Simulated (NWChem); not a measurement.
Species: GeSiH6O2; SMILES O[SiH2][O][GeH3]

```xyz
10

O      0.8727    -2.2825     0.3835
Si    -0.5775    -1.6630    -0.1407
O     -0.4325    -0.1130    -0.6944
Ge     0.0346     1.4418     0.0407
H      1.5387    -2.4495    -0.2898
H     -1.1202    -2.4562    -1.2799
H     -1.4608    -1.7208     1.0549
H     -0.7196     2.5241    -0.7442
H      1.5568     1.6076    -0.1072
H     -0.3768     1.4350     1.5252
```
Atoms are numbered in this order, from 1.

Computed with NWChem. Pople sets run with spherical d functions. STO-3G and 3-21G are far too small for this property and stand as cheap habits. Geometry: optimised at PBE0/def2-SVP. B3LYP is NWChem's, with the RPA form of VWN correlation. GIAO values for the isolated, static molecule; σ is the absolute isotropic shielding, δ = σ(reference) − σ with the isolated reference molecule computed at the same levels (1H: tetramethylsilane, 17O: water, 29Si: tetramethylsilane).

```json
[
 {"level": "Hartree-Fock/6-31G*", "δ O1 (ppm)": "31.6", "δ Si2 (ppm)": "-25.9", "δ O3 (ppm)": "2.5", "δ H5 (ppm)": "1.68", "δ H6 (ppm)": "4.78", "δ H7 (ppm)": "4.74", "δ H8 (rotor mean) (ppm)": "5.14"},
 {"level": "PBE/pcSseg-1", "δ O1 (ppm)": "75.8", "δ Si2 (ppm)": "-27.6", "δ O3 (ppm)": "60.5", "δ H5 (ppm)": "1.76", "δ H6 (ppm)": "5.25", "δ H7 (ppm)": "4.94", "δ H8 (rotor mean) (ppm)": "5.38"},
 {"level": "Hartree-Fock/STO-3G", "δ O1 (ppm)": "(withheld)", "δ Si2 (ppm)": "(withheld)", "δ O3 (ppm)": "(withheld)", "δ H5 (ppm)": "(withheld)", "δ H6 (ppm)": "(withheld)", "δ H7 (ppm)": "(withheld)", "δ H8 (rotor mean) (ppm)": "(withheld)"},
 {"level": "B3LYP/6-31G*", "δ O1 (ppm)": "51.2", "δ Si2 (ppm)": "-14.2", "δ O3 (ppm)": "35.3", "δ H5 (ppm)": "1.42", "δ H6 (ppm)": "5.11", "δ H7 (ppm)": "5.00", "δ H8 (rotor mean) (ppm)": "5.45"}
]
```

**Question.** Fill in the missing entries.

**Answer.** 
- Hartree-Fock/STO-3G, δ O1 (ppm): -79.8
- Hartree-Fock/STO-3G, δ Si2 (ppm): -15.1
- Hartree-Fock/STO-3G, δ O3 (ppm): -215.6
- Hartree-Fock/STO-3G, δ H5 (ppm): -3.54
- Hartree-Fock/STO-3G, δ H6 (ppm): 2.23
- Hartree-Fock/STO-3G, δ H7 (ppm): 2.03
- Hartree-Fock/STO-3G, δ H8 (rotor mean) (ppm): 1.64
